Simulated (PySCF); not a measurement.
**State search for InO**

Unrestricted PBE0; In def2-SVPD with ECP28, O def2-SVPD; scalar-relativistic core potentials (PySCF 2.14). Outer shells of the fragments: In 4d10 5s2 5p1; O 2s2 2p4.

Followed along the bond (rough minima from three points):

| 2Ms+1 | unpaired | ⟨S²⟩ at the start | R at minimum (Å) | Te (eV) |
| --- | --- | --- | --- | --- |
| 2 | π ↑ | 0.75 | 2.13 | 0.00 |
| 2 | σ ↑ | 0.77 | 1.98 | 0.12 |
| 4 | σ ↑, π ↑↑ | 3.76 | 2.18 | 3.02 |

Solutions found at the starting distance of 1.990 Å, counted from the lowest of them; the search is not exhaustive and high or unbound solutions are not listed, so other states can lie among these:

| 2Ms+1 | unpaired | term | E (eV) | ⟨S²⟩ | ⟨Lz²⟩ | μ (D) |
| --- | --- | --- | --- | --- | --- | --- |
| 2 | σ ↑ | ²Σ⁺ | 0.00 | 0.77 | 0.00 | -4.55 |
| 2 | π ↑ | ²Π | 0.01 | 0.75 | 1.01 | -2.41 |
| 4 | σ ↑, π ↑↑ | mixed | 3.05 | 3.76 | 2.01 | -1.64 |
| 4 | σ ↑, π ↑↑ | mixed | 3.21 | 3.76 | 2.01 | -1.53 |
| 2 | σ ↑, π ↑↓ | mixed | 3.69 | 1.77 | 2.01 | -1.03 |
| 4 | σ ↑↑, π ↑ | ⁴Π | 5.09 | 3.76 | 1.01 | -0.36 |
| 4 | π ↑↑↑ | ⁴Π | 5.22 | 3.76 | 1.01 | 2.69 |
| 4 | σ ↑↑, π ↑ | ⁴Π | 5.33 | 3.76 | 1.00 | -3.21 |
| 4 | σ ↑, π ↑, δ ↑ | mixed | 7.36 | 3.77 | 5.01 | -1.37 |

A term symbol is given only where ⟨S²⟩ and ⟨Lz²⟩ are close to those of a pure state; real π, δ and φ orbitals otherwise mix terms. A positive dipole means In(−)O(+).

Task: Compare the gap between the two lowest followed solutions at the starting distance with the gap between their minima.

Result: At PBE0 the second solution (doublet, unpaired electrons σ ↑) lies -0.01 eV from the first (doublet, unpaired electrons π ↑) at 1.990 Å and +0.12 eV at the minima; the two curves relax by different amounts, since their minima lie near 1.98 and 2.13 Å.

Spin–orbit coupling is left out. Counting both spins, an empty level lies below a filled one in some of these solutions, because spin and occupation are held.
